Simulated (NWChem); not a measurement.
A series in which one site is exchanged, each optimised at PBE0/def2-SVP with NWChem, gas phase unless a solvent is named. Low-valent species are run as closed-shell singlets; no triplet was tried in these runs. Some are not confirmed as minima by frequencies. def2 effective core potentials on I; no spin-orbit coupling.

A: [F][Ge][Cl] (GeClF; site = F)
B: [Cl][Ge][Cl] (GeCl₂; site = Cl)
C: [Ge]([Cl])[I] (GeICl; site = I)
D: [Cl][GeH] (GeHCl; site = H)

```json
[
 {"quantity": "orbital gap (eV), PBE0/def2-SVP", "A": "5.57", "B": "5.01", "C": "4.30", "D": "?"},
 {"quantity": "vertical ionisation energy, ΔSCF, B3LYP/def2-SVP (eV)", "A": "10.79", "B": "10.24", "C": "9.52", "D": "?"},
 {"quantity": "lowest singlet excitation, B3LYP/def2-SVPD, TDA (eV)", "A": "4.53", "B": "3.96", "C": "3.00", "D": "?"}
]
```

Problem. Fill in the missing entries.

Solution. 
- orbital gap (eV), PBE0/def2-SVP, D: 4.07
- vertical ionisation energy, ΔSCF, B3LYP/def2-SVP (eV), D: 9.50
- lowest singlet excitation, B3LYP/def2-SVPD, TDA (eV), D: 2.79
